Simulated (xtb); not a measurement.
Harmonic IR lines of one isomer of C8H7FSSi, unscaled. Computed with GFN2-xTB (xtb).

```csv
wavenumber (cm⁻¹),relative intensity
483,3.2
544,5.2
557,7.1
568,5.7
576,4.9
777,65
786,23
799,66
854,5.4
1020,8.8
1103,5.0
1202,8.4
1239,15
1366,5.1
1467,4.4
1552,11
1569,6.0
2244,100
2273,54
3084,3.3
```

Name which structure gives these lines.
A) `Fc1c([SiH3])sc2ccccc12`
B) `Fc1ccc([SiH3])c2ccsc12`
C) `Fc1cc2c([SiH3])cccc2s1`
D) `Fc1cc2cccc([SiH3])c2s1`

B, `Fc1ccc([SiH3])c2ccsc12`
